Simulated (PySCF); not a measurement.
Question: What does the GFN2-xTB structure of `[CH2]Cc1ccncc1` [radical] look like in three dimensions? (Doublet state.)

Answer: 
```
atom  x, y, z in Å
C1     2.2538   -0.2618    0.6580
C2     1.6287    0.0248   -0.6457
C3     0.1430    0.0572   -0.3497
C4    -0.6084   -1.1138   -0.3184
C5    -1.9466   -1.0378    0.0286
N6    -2.5581    0.0927    0.3389
C7    -1.8464    1.2059    0.3070
C8    -0.5018    1.2459   -0.0234
H9     2.4125    0.5316    1.3630
H10    2.2988   -1.2718    1.0183
H11    1.9473    0.9909   -1.0401
H12    1.8427   -0.7594   -1.3739
H13   -0.1587   -2.0647   -0.5613
H14   -2.5635   -1.9264    0.0618
H15   -2.3832    2.1115    0.5587
H16    0.0322    2.1841   -0.0333
```

Any rigid rotation of these coordinates is as good. Atoms count from 1 in this order. Of the pairs four or more bonds apart, H11···H16 is among the closest relative to their van der Waals radii: 2.47 Å, 103 % of the sum of Bondi's values. The C–C distances run from 1.385 Å (C4–C5, aromatic) to 1.515 Å (C2–C3, drawn single), a spread of 0.130 Å. C1 (carbon bonded to C and 2 H) is almost planar (angles 120.0°, 119.8° and 118.0°, sum 357.8°, 0.10 Å off the plane of its three neighbours). C4 (carbon bonded to 2 C and H) is planar (angles 120.7°, 120.5° and 118.8°, sum 360.0°, 0.00 Å off the plane of its three neighbours).

Bonds between heavy atoms (Å): C1–C2 1.474, C2–C3 1.515, C3–C4 1.392, C4–C5 1.385, C5–N6 1.322, N6–C7 1.322, C7–C8 1.385, C3–C8 1.391.

Structure optimised with GFN2-xTB, isolated species. This method treats the open shell by occupation alone, without spin polarisation.

Point group: near Cs, missed by 0.16 Å at most; the miss may be what the optimiser left on a soft mode. Not checked by GFN2-xTB frequencies. Torsions: H–C1–C2–C3 -82° and 81°, C1–C2–C3–C4 -84°.

One conformer stands for the species.

The numbers are calculated, not measured.
